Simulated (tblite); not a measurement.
A geometry optimisation, step by step.

Compound: C₄H₁₁BOSi.
Atom-mapped SMILES: `[SiH3:1][O:2][C@H:3]1[BH:4][CH2:5][CH2:6][CH2:7]1` (hydrogens: H8, H9, H10 on Si1; H11 on C3; H12 on B4; H13, H14 on C5; H15, H16 on C6; H17, H18 on C7)

Computed with GFN2-xTB (tblite), gas phase: L-BFGS steps from a force-field or distance-geometry start until the largest atomic force falls under 0.01 eV/Å. 7 of its 77 geometries are shown.

Step 0: E = -577.2473 eV, largest atomic force 3.585 eV/Å
```
atom  x, y, z in Å  |  force x, y, z in eV/Å
Si1     2.909    0.212    0.057   -1.170   1.188   0.305
O2      1.378    1.002    0.354    3.132  -1.715  -0.319
C3      0.368    0.030    0.483   -1.260   0.879  -0.363
B4     -0.880    0.694    1.203   -0.783  -1.490   1.608
C5     -2.166    0.473    0.333   -0.219   0.703   0.178
C6     -1.723   -0.515   -0.745   -0.210  -0.501  -0.356
C7     -0.203   -0.363   -0.895    0.300  -0.819  -0.621
H8      2.832   -0.551   -1.189   -0.058  -0.040   0.015
H9      3.241   -0.686    1.175   -0.173   0.078  -0.075
H10     3.949    1.232   -0.066   -0.320   0.107   0.057
H11     0.650   -0.864    1.077    0.227   0.262  -0.395
H12    -0.970    0.581    2.387    0.233   0.848  -0.334
H13    -3.010    0.068    0.936    0.360   0.562  -0.601
H14    -2.451    1.443   -0.138   -0.196  -0.668   0.290
H15    -2.239   -0.314   -1.705    0.243  -0.371   0.456
H16    -1.957   -1.549   -0.398    0.086   0.659  -0.357
H17     0.011    0.434   -1.635    0.068  -0.396   0.514
H18     0.252   -1.321   -1.245   -0.261   0.715  -0.003
```

Step 13: E = -578.0392 eV, largest atomic force 0.259 eV/Å
```
atom  x, y, z in Å  |  force x, y, z in eV/Å
Si1     2.952    0.177    0.051   -0.102   0.082   0.050
O2      1.487    0.782    0.384    0.079   0.076   0.062
C3      0.309    0.010    0.486    0.032   0.003  -0.046
B4     -0.932    0.589    1.305    0.098  -0.205   0.125
C5     -2.185    0.403    0.385    0.074   0.105  -0.050
C6     -1.734   -0.534   -0.743   -0.038  -0.115  -0.102
C7     -0.232   -0.338   -0.908    0.036  -0.102  -0.131
H8      2.981   -0.601   -1.190    0.028   0.004  -0.088
H9      3.326   -0.740    1.126    0.131  -0.080   0.093
H10     3.735    1.395   -0.021    0.013   0.053   0.018
H11     0.589   -0.941    0.972   -0.180  -0.037   0.126
H12    -0.881    0.979    2.402   -0.027   0.126  -0.055
H13    -3.157    0.101    0.777    0.135   0.038   0.165
H14    -2.331    1.407   -0.025   -0.076   0.078  -0.112
H15    -2.262   -0.360   -1.677   -0.108   0.044  -0.089
H16    -1.925   -1.563   -0.443   -0.049  -0.113   0.058
H17    -0.002    0.473   -1.600   -0.075   0.147   0.107
H18     0.251   -1.232   -1.294    0.030  -0.104  -0.130
```

Step 25: E = -578.1121 eV, largest atomic force 0.151 eV/Å
```
atom  x, y, z in Å  |  force x, y, z in eV/Å
Si1     2.987    0.163    0.085    0.071  -0.017  -0.001
O2      1.498    0.653    0.451   -0.021   0.084  -0.003
C3      0.296   -0.076    0.491   -0.030  -0.002   0.052
B4     -0.904    0.603    1.278   -0.149   0.005  -0.021
C5     -2.171    0.411    0.373   -0.017  -0.020  -0.046
C6     -1.759   -0.569   -0.744    0.018   0.052   0.008
C7     -0.256   -0.349   -0.921    0.010   0.012  -0.008
H8      3.055   -0.550   -1.194    0.026  -0.011  -0.042
H9      3.477   -0.756    1.118    0.068  -0.004   0.001
H10     3.657    1.453    0.036    0.023  -0.027   0.040
H11     0.488   -1.044    0.985   -0.007  -0.075  -0.033
H12    -0.850    1.164    2.296    0.053  -0.003  -0.002
H13    -3.111    0.128    0.850    0.051   0.036  -0.049
H14    -2.337    1.398   -0.079   -0.080  -0.068   0.031
H15    -2.300   -0.387   -1.674   -0.002  -0.039   0.042
H16    -1.954   -1.600   -0.436    0.030   0.101   0.041
H17    -0.070    0.546   -1.516   -0.037   0.039  -0.024
H18     0.245   -1.183   -1.412   -0.009  -0.063   0.014
```

Step 38: E = -578.1236 eV, largest atomic force 0.035 eV/Å
```
atom  x, y, z in Å  |  force x, y, z in eV/Å
Si1     3.005    0.155    0.096   -0.013   0.006   0.007
O2      1.506    0.619    0.470    0.012  -0.006  -0.008
C3      0.287   -0.089    0.488    0.022   0.018  -0.014
B4     -0.913    0.618    1.261    0.034   0.008  -0.002
C5     -2.183    0.427    0.361    0.011  -0.006   0.026
C6     -1.763   -0.563   -0.739    0.013   0.001  -0.001
C7     -0.263   -0.340   -0.930    0.011   0.002  -0.003
H8      3.085   -0.531   -1.200    0.006   0.007  -0.013
H9      3.548   -0.763    1.103   -0.010  -0.017   0.003
H10     3.667    1.450    0.086   -0.009  -0.008   0.013
H11     0.456   -1.072    0.965   -0.019   0.013  -0.006
H12    -0.827    1.191    2.270   -0.015   0.002  -0.005
H13    -3.105    0.121    0.855   -0.018   0.006   0.005
H14    -2.399    1.401   -0.092   -0.005  -0.021  -0.009
H15    -2.318   -0.423   -1.667   -0.002   0.001  -0.004
H16    -1.938   -1.584   -0.392    0.011   0.001  -0.002
H17    -0.083    0.562   -1.519   -0.024   0.000   0.002
H18     0.230   -1.174   -1.428   -0.005  -0.008   0.009
```

Step 51: E = -578.1264 eV, largest atomic force 0.068 eV/Å
```
atom  x, y, z in Å  |  force x, y, z in eV/Å
Si1     3.012    0.143    0.098    0.059  -0.027  -0.021
O2      1.516    0.620    0.456    0.014   0.043   0.003
C3      0.286   -0.061    0.475    0.000  -0.022  -0.002
B4     -0.909    0.642    1.252   -0.016   0.002  -0.018
C5     -2.185    0.421    0.366   -0.004  -0.015  -0.014
C6     -1.760   -0.573   -0.731   -0.031   0.002   0.016
C7     -0.267   -0.329   -0.938   -0.025  -0.005  -0.014
H8      3.117   -0.503   -1.219   -0.011   0.022   0.039
H9      3.532   -0.811    1.089   -0.039   0.011  -0.030
H10     3.683    1.433    0.143    0.006  -0.012   0.008
H11     0.432   -1.044    0.960    0.009  -0.019   0.016
H12    -0.831    1.212    2.265    0.004   0.010  -0.017
H13    -3.098    0.109    0.874    0.011   0.011  -0.023
H14    -2.418    1.384   -0.102   -0.009  -0.020   0.028
H15    -2.328   -0.446   -1.653    0.013  -0.009   0.010
H16    -1.915   -1.594   -0.377   -0.007   0.007   0.013
H17    -0.110    0.565   -1.543    0.015   0.035   0.014
H18     0.234   -1.163   -1.428    0.009  -0.014  -0.007
```

Step 63: E = -578.1318 eV, largest atomic force 0.035 eV/Å
```
atom  x, y, z in Å  |  force x, y, z in eV/Å
Si1     3.021    0.129    0.101   -0.020   0.003   0.006
O2      1.527    0.651    0.417    0.002  -0.003   0.019
C3      0.292   -0.026    0.456    0.015   0.003  -0.006
B4     -0.905    0.681    1.228    0.011   0.012  -0.014
C5     -2.192    0.405    0.373    0.006  -0.007  -0.012
C6     -1.758   -0.598   -0.711    0.021  -0.017  -0.014
C7     -0.276   -0.313   -0.947    0.018   0.009  -0.005
H8      3.167   -0.424   -1.252   -0.018   0.011   0.006
H9      3.427   -0.927    1.039   -0.008   0.017  -0.009
H10     3.752    1.375    0.277   -0.021  -0.028   0.005
H11     0.441   -1.000    0.959    0.001  -0.008  -0.018
H12    -0.825    1.295    2.212    0.008   0.015   0.020
H13    -3.086    0.073    0.900    0.005   0.010   0.009
H14    -2.465    1.351   -0.107   -0.007   0.004   0.009
H15    -2.339   -0.509   -1.629   -0.017  -0.003   0.008
H16    -1.875   -1.614   -0.331   -0.008  -0.016  -0.004
H17    -0.156    0.589   -1.549    0.011  -0.001  -0.011
H18     0.241   -1.132   -1.449    0.000  -0.002   0.011
```

Step 76: E = -578.1330 eV, largest atomic force 0.009 eV/Å
```
atom  x, y, z in Å  |  force x, y, z in eV/Å
Si1     3.015    0.124    0.104    0.001  -0.005  -0.005
O2      1.528    0.664    0.416   -0.001   0.001   0.004
C3      0.294   -0.013    0.449   -0.005   0.001   0.005
B4     -0.900    0.698    1.218   -0.003   0.006   0.005
C5     -2.190    0.399    0.375    0.003   0.001   0.000
C6     -1.752   -0.606   -0.706   -0.002   0.000   0.003
C7     -0.274   -0.307   -0.953   -0.001  -0.002   0.000
H8      3.162   -0.390   -1.263   -0.003   0.003  -0.002
H9      3.386   -0.965    1.017    0.004  -0.004  -0.003
H10     3.767    1.348    0.330    0.001   0.002   0.000
H11     0.441   -0.989    0.949    0.001   0.004   0.006
H12    -0.815    1.330    2.192    0.000   0.001   0.000
H13    -3.073    0.061    0.917    0.004   0.000  -0.008
H14    -2.482    1.338   -0.108   -0.004  -0.002   0.002
H15    -2.345   -0.530   -1.617    0.008   0.000  -0.002
H16    -1.855   -1.622   -0.318   -0.002  -0.003  -0.003
H17    -0.163    0.592   -1.561    0.002   0.003   0.000
H18     0.249   -1.124   -1.450   -0.001  -0.005  -0.002
```

**Question.** Summarise the path.

**Answer.** The energy falls by 85.46 kJ/mol from step 0 to step 76; nine tenths of that is first reached at step 14. It falls at every step. The largest force goes from 3.585 to 0.009 eV/Å. Among the bonds Si1–O2 changes most, from 1.748 to 1.613 Å; the atoms move by 0.299 Å rms after alignment.

**Question.** Follow the three bonds and two angles with the largest change from start to end.

**Answer.** 
```tsv
step	E above end (kJ/mol)	largest force (eV/Å)	Si1–O2 (Å)	B4–H12 (Å)	C7–H18 (Å)	Si1–O2–C3 (°)	C5–B4–H12 (°)
0	85.46	3.585	1.748	1.193	1.117	109.4	118.4
3	34.44	0.868	1.608	1.148	1.086	117.2	123.7
7	20.82	0.339	1.632	1.176	1.093	120.2	126.6
10	14.83	0.373	1.617	1.170	1.090	121.9	127.9
13	9.05	0.259	1.619	1.165	1.087	124.4	128.9
17	5.82	0.184	1.616	1.164	1.091	124.7	128.2
20	3.81	0.233	1.617	1.168	1.094	126.6	128.3
23	2.62	0.114	1.612	1.163	1.090	128.9	127.3
26	1.78	0.146	1.610	1.164	1.089	130.1	127.1
30	1.22	0.064	1.614	1.163	1.090	130.6	127.9
33	1.06	0.059	1.611	1.164	1.089	131.0	127.7
36	0.96	0.045	1.613	1.165	1.090	131.3	128.0
40	0.88	0.036	1.612	1.164	1.090	131.7	128.0
43	0.82	0.021	1.612	1.164	1.090	132.0	127.7
46	0.76	0.056	1.613	1.164	1.091	132.1	127.8
50	0.68	0.046	1.611	1.165	1.089	132.2	127.9
53	0.54	0.057	1.612	1.164	1.091	132.0	128.0
56	0.38	0.065	1.614	1.165	1.091	131.8	128.0
59	0.25	0.051	1.612	1.164	1.089	131.9	127.8
63	0.12	0.035	1.614	1.163	1.090	131.4	127.6
66	0.06	0.024	1.614	1.165	1.090	130.9	127.6
69	0.03	0.024	1.613	1.164	1.090	130.8	127.7
73	0.01	0.012	1.613	1.164	1.090	130.7	127.7
76	0.00	0.009	1.613	1.164	1.090	130.7	127.8
```

The cost below is that of the whole relaxation. The run took 0.42 s of wall time on an Arm Neoverse V2 with one thread (shared host).
